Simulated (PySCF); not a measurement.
Compound: CH7BN2.
SMILES: `CB(N)N`

Level of theory: EOM-IP-CCSD/aug-cc-pVDZ in PySCF, restricted Hartree–Fock reference, frozen core, non-relativistic, gas phase, PBE0-D3(BJ)/def2-SVP geometry.

Hartree–Fock orbital energies give these Koopmans values (eV): HOMO 10.18, HOMO-1 12.08, HOMO-2 12.56, HOMO-3 14.01, HOMO-4 14.57, HOMO-5 15.88, HOMO-6 17.77, HOMO-7 18.13.

Problem. What vertical ionisation energies does EOM-IP-CCSD give?

Solution. 
```json
{"leading hole (HF orbital)": "HOMO", "Koopmans (eV)": "10.18", "EOM-IP-CCSD (eV)": "9.07", "change (eV)": "-1.11", "one-hole share": "0.95"}
{"leading hole (HF orbital)": "HOMO-1", "Koopmans (eV)": "12.08", "EOM-IP-CCSD (eV)": "10.96", "change (eV)": "-1.12", "one-hole share": "0.94"}
{"leading hole (HF orbital)": "HOMO-2", "Koopmans (eV)": "12.56", "EOM-IP-CCSD (eV)": "11.48", "change (eV)": "-1.08", "one-hole share": "0.96"}
{"leading hole (HF orbital)": "HOMO-3", "Koopmans (eV)": "14.01", "EOM-IP-CCSD (eV)": "13.15", "change (eV)": "-0.86", "one-hole share": "0.96"}
{"leading hole (HF orbital)": "HOMO-4", "Koopmans (eV)": "14.57", "EOM-IP-CCSD (eV)": "13.74", "change (eV)": "-0.83", "one-hole share": "0.95"}
{"leading hole (HF orbital)": "HOMO-5", "Koopmans (eV)": "15.88", "EOM-IP-CCSD (eV)": "14.58", "change (eV)": "-1.30", "one-hole share": "0.95"}
{"leading hole (HF orbital)": "HOMO-6", "Koopmans (eV)": "17.77", "EOM-IP-CCSD (eV)": "16.58", "change (eV)": "-1.19", "one-hole share": "0.95"}
{"leading hole (HF orbital)": "HOMO-7", "Koopmans (eV)": "18.13", "EOM-IP-CCSD (eV)": "16.89", "change (eV)": "-1.24", "one-hole share": "0.95"}
```

Problem. Does the order of the lines follow the orbital energies?

Solution. Yes, no two lines change places. The corrections run from -1.30 to -0.83 eV, with a mean of -1.09 eV over the 8 lines; no line lies above its Koopmans value.

Problem. At what kinetic energies would He I light (21.22 eV) eject these electrons?

Solution. 12.15 eV (HOMO), 10.26 eV (HOMO-1), 9.74 eV (HOMO-2), 8.07 eV (HOMO-3), 7.48 eV (HOMO-4), 6.64 eV (HOMO-5), 4.64 eV (HOMO-6), 4.33 eV (HOMO-7).

Problem. What total energy has the lowest final state, and which wavelength reaches it?

Solution. E(CCSD) + ionisation energy = -176.29951 + 0.33324 = -175.96627 Eh, at the geometry of the initial state. The threshold wavelength is 1239.84 eV nm/9.07 eV = 136.7 nm.

One root was sought for each valence orbital with −ε under 21 eV, eight at most, so deeper holes and satellites are missing; no vibrational structure.

Conformer computed: `[CH3:1][B:2]([NH2:3])[NH2:4]`: H–N3–B2–C1 -179°, H–N3–B2–C1 1°, H–N4–B2–C1 -1°, H–N4–B2–C1 179°.
